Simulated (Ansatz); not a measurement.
Cost and result for the atomization energy of C2H7ClSn, SMILES `C[CH](Cl)[SnH3]` (11 atoms, 10 bonds).

Z-matrix (Å, degrees):
```
C
C 1 1.511
H 1 1.093 2 111.1
H 1 1.094 2 109.8 3 -119.6
H 1 1.092 2 111.5 3 120.5
Cl 2 1.797 1 110.3 3 -57.6
Sn 2 2.167 1 113.8 3 -178.8
H 2 1.090 1 110.7 3 58.4
H 7 1.705 2 107.6 1 59.7
H 7 1.712 2 108.9 1 -59.3
H 7 1.703 2 109.4 1 -179.6
```

Charge 0, multiplicity 1. Correlated methods include outer-core shells of Sn, which these sets cover unevenly. Sn: def2 effective core potential. The geometry is a stationary point of PBE0-D4/def2-TZVP. Program: Ansatz. All runs use 4 threads of an Arm Neoverse V2 on a shared host. Times are those of one run each, without the atoms' runs, and a repeat can differ threefold. Electronic energies, without spin–orbit coupling; frozen cores. CCSD(T)/CBS adds CCSD(T) − MP2 in def2-TZVPP to the MP2 limit, and its time is that of the two runs behind it. T1 = 0.012. With those shells the extrapolation isn't a true limit. B3LYP takes the VWN-RPA correlation (the form of Gaussian; ORCA's B3LYP/G).

CCSD(T)/CBS is a level of theory with its own doubt, some kJ/mol a heavy atom from the limit and from the frozen cores, so smaller differences don't rank the functionals.

```tsv
level	functions	wall time	atomization (kJ/mol)	difference from CCSD(T)/CBS	per bond
PBE-D4/def2-TZVPP (with forces)	252	2.5 s	3514.5	17.2	1.7
PBE0-D4/def2-TZVPP	252	3.1 s	3480.3	-17.0	-1.7
r2SCAN-D4/def2-TZVPP (with forces)	252	4.7 s	3481.7	-15.6	-1.6
B3LYP-D4/def2-TZVPP (with forces)	252	4.9 s	3467.3	-30.0	-3.0
B2PLYP/def2-TZVPP	252	5 s	3426.1	-71.2	-7.1
ωB97X-V/def2-TZVPP	252	8 s	3499.4	2.1	0.2
ωB97M-V/def2-TZVPP (with forces)	252	11 s	3486.8	-10.5	-1.0
MP2/def2-QZVPP	476	19 s	3461.1	-36.2	-3.6
CCSD(T)/def2-TZVPP	252	3 min	3415.2	-82.1	-8.2
CCSD(T)/CBS(def2)	–	3.3 min	3497.3	0.0	0.0
```

From PBE to PBE0 (25 % exact exchange), in def2-TZVPP and without D4, the atomization energy moves by −30.5 kJ/mol: exact exchange takes away binding that semilocal exchange gives to molecules. The D4 term adds +40.1 kJ/mol with B3LYP and +21.0 kJ/mol with PBE0; it sums over pairs of atoms, weighted by their polarisabilities, and B3LYP, whose exchange is more repulsive, gets the larger term. In def2-TZVPP, CCSD(T) changes the Hartree–Fock value by +865.8 kJ/mol (the triples alone add +48.2 kJ/mol) and MP2 by +863.4 kJ/mol; breaking electron pairs costs correlation energy, which Hartree–Fock lacks.

Spin–orbit coupling would lower the free Sn atoms strongly, and the atomization energy with them, by more than many differences here. For some Ge, Se and Sn compounds the MP2-based and the directly extrapolated limit differ by 10 to 25 kJ/mol.
